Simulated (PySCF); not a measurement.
## Correlation energy of Hg⁺ (mercury, charge +1)

[Xe] 4f14 5d10 6p1, 2P determinant (an excited configuration). Calculation: PySCF 2.14, in ANO-RCC-VTZP (8s7p5d3f1g, 84 functions); scalar relativity by spin-free X2C-1e. Frozen: [Kr] 4d10 4f14; 19 electrons correlated.

| level | correlation energy (mhartree) |
| --- | --- |
| CCSD | -518.37 |
| (T) | -14.77 |
| CCSD(T) | -533.14 |

Diagnostics: T1 = 0.013, D1 = 0.0609, largest double amplitude 0.037.

Spin-orbit coupling, absent here, splits the open shell strongly.

Cost of the coupled-cluster step: roughly 15 core-seconds, for 19 correlated electrons.

Iterations:

```
CC2 = 0
CCSD nocc = (np.int64(10), np.int64(9)), nmo = (54, 54)
frozen orbitals [[0, 1, 2, 3, 4, 5, 6, 7, 8, 9, 10, 11, 12, 13, 14, 15, 16, 17, 18, 19, 20, 21, 22, 24, 25, 26, 27, 28, 29, 30], [0, 1, 2, 3, 4, 5, 6, 7, 8, 9, 10, 11, 12, 13, 14, 15, 16, 17, 18, 19, 20, 21, 22, 24, 25, 26, 27, 28, 29, 30]]
max_cycle = 100
direct = 0
conv_tol = 1e-08
conv_tol_normt = 1e-06
diis_space = 8
diis_start_cycle = 0
Init t2, MP2 energy = -0.538945032458086
Init E_corr(UCCSD) = -0.538945032461073
cycle = 1  E_corr(UCCSD) = -0.506340540162971  dE = 0.0326044923  norm(t1,t2) = 0.069667
cycle = 2  E_corr(UCCSD) = -0.517875722729294  dE = -0.0115351826  norm(t1,t2) = 0.0221256
cycle = 3  E_corr(UCCSD) = -0.517123640161441  dE = 0.000752082568  norm(t1,t2) = 0.0119262
cycle = 4  E_corr(UCCSD) = -0.518314671327872  dE = -0.00119103117  norm(t1,t2) = 0.00642616
cycle = 5  E_corr(UCCSD) = -0.518404206617449  dE = -8.95352896e-05  norm(t1,t2) = 0.00244495
cycle = 6  E_corr(UCCSD) = -0.518326577095534  dE = 7.76295219e-05  norm(t1,t2) = 0.00137202
cycle = 7  E_corr(UCCSD) = -0.518320589104941  dE = 5.98799059e-06  norm(t1,t2) = 0.00557458
cycle = 8  E_corr(UCCSD) = -0.518387891042754  dE = -6.73019378e-05  norm(t1,t2) = 0.000804015
cycle = 9  E_corr(UCCSD) = -0.518375224133247  dE = 1.26669095e-05  norm(t1,t2) = 0.000191443
cycle = 10  E_corr(UCCSD) = -0.518366102410041  dE = 9.12172321e-06  norm(t1,t2) = 4.8103e-05
cycle = 11  E_corr(UCCSD) = -0.518368100961212  dE = -1.99855117e-06  norm(t1,t2) = 3.16719e-05
cycle = 12  E_corr(UCCSD) = -0.518368215154504  dE = -1.14193293e-07  norm(t1,t2) = 1.58746e-05
cycle = 13  E_corr(UCCSD) = -0.518368420029444  dE = -2.0487494e-07  norm(t1,t2) = 5.9764e-06
cycle = 14  E_corr(UCCSD) = -0.518368358166328  dE = 6.18631163e-08  norm(t1,t2) = 2.12565e-06
cycle = 15  E_corr(UCCSD) = -0.518368388290898  dE = -3.01245704e-08  norm(t1,t2) = 9.11297e-07
cycle = 16  E_corr(UCCSD) = -0.518368388072614  dE = 2.18284502e-10  norm(t1,t2) = 1.46526e-06
cycle = 17  E_corr(UCCSD) = -0.518368383297494  dE = 4.77511963e-09  norm(t1,t2) = 1.147e-06
cycle = 18  E_corr(UCCSD) = -0.518368384045061  dE = -7.4756723e-10  norm(t1,t2) = 1.22435e-07
UCCSD converged
E(UCCSD) = -19619.14985288882  E_corr = -0.5183683840450612
UCCSD(T) correction = -0.014772268966034
```

The basis was made for the ground configuration and has no added diffuse functions, which can raise the energy of the promoted electron.
